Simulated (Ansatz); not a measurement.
Bond stretch in SLi (cation, charge +1), lowest triplet found (which spin is the ground state isn't settled by this scan).

UKS-BLYP = Ansatz (a first-principles code) with unrestricted BLYP/aug-cc-pVDZ; FCI = Ansatz with full CI/aug-cc-pVDZ, frozen core; UHF/aug-cc-pVDZ (Ansatz).

Energies are in kJ/mol, each relative to the lowest point of its own curve between 2.12 and 3.12 Å, where full CI is lowest.

| R / Å | UKS-BLYP | FCI | UHF |
|---|---|---|---|
| 1.66 | 285.9 | 307.6 | 303.0 |
| 1.81 | 151.3 | 166.0 | 161.0 |
| 1.93 | 86.3 | 96.9 | 92.3 |
| 2.03 | 51.2 | 59.1 | 55.1 |
| 2.12 | 29.9 | 35.8 | 32.5 |
| 2.20 | 17.1 | … | 18.8 |
| 2.27 | 9.5 | 12.6 | 10.6 |
| 2.35 | 4.0 | 5.8 | … |
| 2.40 | … | 3.1 | 2.2 |
| 2.51 | 0.0 | … | 0.0 |
| 2.61 | … | 0.0 | 0.5 |
| 2.76 | 4.5 | 3.0 | 4.2 |
| 2.95 | 11.7 | … | 11.4 |
| 3.12 | 19.0 | 16.7 | 18.6 |
| 3.39 | 30.3 | 27.8 | 29.7 |
| 3.70 | 41.5 | 38.8 | 40.3 |
| 4.14 | 53.7 | 50.4 | 51.3 |
| 4.61 | 62.5 | 58.4 | 58.9 |
| 5.13 | 68.6 | 63.7 | 64.0 |
| 5.77 | 72.8 | 67.4 | 67.6 |
| 6.69 | 75.9 | 70.3 | 70.5 |
| 7.92 | 77.7 | 72.1 | 72.3 |

Some entries are withheld; supply them.


- 2.20, FCI: 21.4
- 2.35, UHF: 4.6
- 2.40, UKS-BLYP: 1.9
- 2.51, FCI: 0.1
- 2.61, UKS-BLYP: 0.7
- 2.95, FCI: 9.7
